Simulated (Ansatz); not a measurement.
Consider the ligand exchange at the Si–N bond: `C[SiH2]N(C)C` + `C[NH][AlH2]` → `C[SiH2][N](C)[AlH2]` + `CNC`.

Isolated molecules relaxed with PBE0-D4/def2-TZVP in Ansatz; ΔE leaves out vibrations. CBS: MP2 limit from def2 TZ/QZ plus the TZ coupled-cluster correction, frozen cores. DFT in def2-TZVPP. B3LYP here is the variant with VWN-RPA as its local correlation; programs differ in this. Each species was taken in one conformer, which may not be the lowest.

`C[SiH2]N(C)C`:

```xyz
16

C    -0.899    1.269    1.726
Si   -1.137   -0.029    0.406
N     0.364   -0.435   -0.336
C     0.517   -1.685   -1.038
C     1.277    0.584   -0.791
H    -0.593    2.229    1.304
H    -1.844    1.431    2.252
H    -0.149    0.956    2.456
H    -2.172    0.482   -0.552
H    -1.667   -1.296    0.982
H     1.541   -2.066   -0.925
H    -0.164   -2.436   -0.633
H     0.318   -1.595   -2.118
H     1.166    1.496   -0.201
H     2.315    0.246   -0.681
H     1.128    0.847   -1.850
```

`C[NH][AlH2]`:

Z-matrix (Å, degrees):
```
C
N 1 1.447
H 1 1.097 2 112.3
H 1 1.097 2 112.4 3 121.5
H 1 1.093 2 109.8 3 -119.2
Al 2 1.767 1 128.6 3 119.4
H 2 1.010 1 111.9 3 -60.6
H 6 1.584 2 117.5 1 179.9
H 6 1.584 2 117.5 1 0.1
```

`C[SiH2][N](C)[AlH2]`:

Z-matrix (Å, degrees):
```
C
Si 1 1.869
H 1 1.093 2 111.1
H 1 1.094 2 110.2 3 -119.8
H 1 1.093 2 111.5 3 120.8
N 2 1.733 1 113.0 3 -60.1
H 2 1.488 1 110.3 3 59.6
H 2 1.495 1 108.0 3 178.7
Al 6 1.783 2 123.8 1 118.6
C 6 1.462 2 115.8 1 -63.0
H 9 1.586 6 116.3 2 178.0
H 9 1.581 6 119.3 2 -2.3
H 10 1.097 6 111.6 2 -56.0
H 10 1.094 6 111.0 2 -175.7
H 10 1.096 6 112.0 2 64.5
```

`CNC`:

Cartesian coordinates in Å:
```
C 0.935 -0.074 -0.762
N 0.383 -0.187 0.568
C -0.986 0.267 0.645
H 1.948 -0.481 -0.781
H 0.999 0.982 -1.041
H 0.342 -0.584 -1.540
H 0.444 -1.146 0.885
H -1.025 1.342 0.442
H -1.376 0.109 1.653
H -1.665 -0.228 -0.071
```

```tsv
level	ΔE (kJ/mol)	difference from CCSD(T)/CBS
PBE-D4	-4.0	2.5
r2SCAN-D4	-4.8	1.7
PBE0-D4	-5.1	1.4
ωB97X-V	-4.8	1.7
ωB97M-V	-5.1	1.4
r2SCAN	-4.7	1.8
B3LYP	-2.3	4.2
HF/def2-TZVPP	-5.5	1.0
SCS-MP2/def2-TZVPP	-6.0	0.5
CCSD/def2-TZVPP	-6.0	0.5
CCSD(T)/def2-TZVPP	-6.6	-0.1
HF/def2-QZVPP	-5.7	0.8
SCS-MP2/def2-QZVPP	-6.0	0.5
HF/CBS(def2)	-5.7	0.8
MP2/CBS(def2)	-6.0	0.5
CCSD/CBS(def2)	-5.9	0.6
CCSD(T)/CBS	-6.5	0
```

Largest T1 diagnostic among the species: 0.012.
